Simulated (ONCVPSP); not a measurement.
## Zr: one change to an ONCV potential, before and after

ONCVPSP 4.0.1 input, shortened (lines: element, Z, core and valence counts, functional; n l f; lmax; l rc ep ncon nbas qcut; lloc lpopt rc5 dvloc0; l nproj debl; icmod fcfact rcfact), PBE, scalar-relativistic:

```
  Zr 40.00    6    4        4      upf
    1    0    2.00
    2    0    2.00
    2    1    6.00
    3    0    2.00
    3    1    6.00
    3    2   10.00
    4    0    2.00
    4    1    6.00
    4    2    3.00
    5    0    1.00
    2
    0    2.40    0.00    4    8    4.30
    1    1.60    0.00    4    7   10.50
    2    2.00    0.00    4    8    4.30
    4    5    1.15    3.00
    0    2    0.80
    1    2    3.40
    2    3    3.70
    3    4.75    1.60
```

Change: d: nproj 1.

Cutoffs: the cutoffs (Ha) at which the residual kinetic energy of the hardest occupied pseudo-wave falls to 1 and 0.1 mHa per electron; they do not see the model core or the augmentation charge, which bear on the density cutoff. Errors are all-electron minus pseudo energies relative to the spin-unpolarised reference configuration.

Problem. How do hardness, ghosts and transferability respond?

Solution. The potential gets neither clearly harder nor softer (29 Ha and 56 Ha → 29 Ha and 56 Ha); of the 4 tests that both files solve, the error grows in 1 and shrinks in 2 by more than 15 % and 0.3 meV (median size 1.3 → 1.5 meV); the range in which the d phases agree narrows (upper end at the end of the scan → 2.1); neither file shows a bound ghost.

```tsv
quantity	base	changed
cutoff, loose	29 Ha	29 Ha
cutoff, tight	56 Ha	56 Ha
bound ghosts	none	none
GHOST(+) flags under 300 eV	s at 72.2 eV	s at 72.2 eV
error for 4s2 4p6 4d2 5s2, meV [ΔE -1.20 eV]	-2.1	-2.4
error for 4s2 4p6 4d2 5s1, meV [ΔE 5.94 eV]	+1.0	+0.4
error for 4s2 4p6 4d2 5s0, meV [ΔE 18.88 eV]	-1.1	-2.4
error for 4s2 4p6 4d2 5s0 5p1, meV [ΔE 9.66 eV]	+1.5	+0.6
s: phases at 2.43 bohr within 0.05 rad from the reference energy up to (Ha; the scan ends near 5)	2.2	2.2
p: phases at 1.62 bohr within 0.05 rad from the reference energy up to (Ha; the scan ends near 5)	to the end of the scan	to the end of the scan
d: phases at 2.03 bohr within 0.05 rad from the reference energy up to (Ha; the scan ends near 5)	to the end of the scan	2.1
rms error of d²Exc/dni dnj with the model core, mHa	3.43	3.43
```
